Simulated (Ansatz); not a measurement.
Input and output for CH7AlO2Si (`[CH3][AlH][O][SiH2]O`).

```yaml
crystal:
  periodic: [false, false, false]
  atoms:
    - {symbol: C, position_ang: [-2.508813, -0.005073, -0.729921]}
    - {symbol: Al, position_ang: [-0.641760, 0.460845, -0.983161]}
    - {symbol: O, position_ang: [0.477785, 0.124876, 0.235615]}
    - {symbol: Si, position_ang: [1.676805, -0.290519, 1.236437]}
    - {symbol: O, position_ang: [3.070567, -0.647440, 0.443245]}
    - {symbol: H, position_ang: [-2.657039, -0.690637, 0.107526]}
    - {symbol: H, position_ang: [-3.104445, 0.892964, -0.531338]}
    - {symbol: H, position_ang: [-2.930522, -0.463484, -1.629597]}
    - {symbol: H, position_ang: [-0.081583, 1.182440, -2.276849]}
    - {symbol: H, position_ang: [1.333169, -1.535818, 1.959567]}
    - {symbol: H, position_ang: [1.898513, 0.842573, 2.174636]}
    - {symbol: H, position_ang: [3.544422, 0.074173, 0.028039]}
basis:
  gaussian: {orbitals: "6-31++G**"}
hamiltonian: {xc: {name: PBE0}, dispersion: d4}
output: {forces: true}
```

```sh
$ ansatz run in.yaml --threads 4 --pin off --events-out ev --progress --plain --max-ram 10444MiB
```

It prints (some lines left out):

```
Functional definition: PBE0
1269 factors; integrals over basis functions are off by at most 9.8e-4 eV
mean field evaluation 1: about -19695.0460 eV, gradient 9.1e1 eV
mean field evaluation 2: about -19671.6022 eV, gradient 1.4e2 eV
mean field evaluation 4: about -19710.5323 eV, gradient 8.1e0 eV
mean field evaluation 8: about -19710.8483 eV, gradient 8.8e-1 eV
mean field evaluation 16: about -19710.8502 eV, gradient 3.7e-5 eV
mean field -19710.85019598 eV, -724.3603842083 hartree, gradient 3.7e-5 eV, S^2 0.000000; 0 other end points of the search recorded, 0 dependent functions left out
reference -19710.85027420 eV, -724.3603870826 hartree; 28, 28 occupied and 117, 117 virtual orbitals, 1269 factors
Total energy: -19711.04057150 eV, -724.3673803794 hartree
Atom 0 at    -2.508813    -0.005073    -0.729921 Å, force    -0.033682    -0.000409     0.002240 eV/Å
Atom 1 at    -0.641760     0.460845    -0.983161 Å, force    -0.321521     0.142048    -0.403196 eV/Å
Atom 2 at     0.477785     0.124876     0.235615 Å, force    -0.040237     0.019162     0.019242 eV/Å
Atom 3 at     1.676805    -0.290519     1.236437 Å, force    -0.074515    -0.075592     0.683669 eV/Å
Atom 4 at     3.070567    -0.647440     0.443245 Å, force     0.444926    -0.165268    -0.221563 eV/Å
Atom 5 at    -2.657039    -0.690637     0.107526 Å, force    -0.011197    -0.050335     0.060992 eV/Å
Atom 6 at    -3.104445     0.892964    -0.531338 Å, force    -0.042019     0.058115     0.017619 eV/Å
Atom 7 at    -2.930522    -0.463484    -1.629597 Å, force    -0.032822    -0.035949    -0.061434 eV/Å
Atom 8 at    -0.081583     1.182440    -2.276849 Å, force     0.022331     0.027063    -0.046493 eV/Å
Atom 9 at     1.333169    -1.535818     1.959567 Å, force    -0.005157    -0.021423     0.008912 eV/Å
Atom 10 at     1.898513     0.842573     2.174636 Å, force     0.011124     0.036757     0.011096 eV/Å
Atom 11 at     3.544422     0.074173     0.028039 Å, force     0.082770     0.065830    -0.071082 eV/Å
Dipole moment:    -0.195986     0.266702    -0.135989 e Å
```

Hardware: 4 threads of an Arm Neoverse V2 on a shared host. Wall time 2.1 s, peak host memory 0.34 GiB.
